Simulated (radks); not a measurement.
Q: These are the eigenvalues of the occupied orbitals of an atom or ion with whole-number occupations (hartree). All-electron calculation, non-relativistic Kohn-Sham, BLYP, spin-polarised, spherical densities, point nucleus. Program: a radial shooting solver on a logarithmic mesh with Libxc functionals.

1s down: -197.7492
1s up: -197.7490
2s up: -23.89043
2s down: -23.87262
2p up: -20.46858
2p down: -20.45499
3s up: -4.41169
3s down: -4.36367
3p up: -3.46324
3p down: -3.41623
3d up: -1.96745
7f up: -0.16388

Which element is it, and in what charge state? The configuration may be excited. Open shells, if any, are filled with parallel spins first.

A: Z = 23, vanadium, charge +3: V3+ in [Ar] 3d1 7f1. The list shows which subshells hold electrons but not how many an open one holds; the 1s level, -197.75 hartree, gives Z - s = 19.9 by -(Z - s)^2/2, which with screening narrows Z to a few neighbours, and the depths of the outer levels then fix element, charge and occupations together.
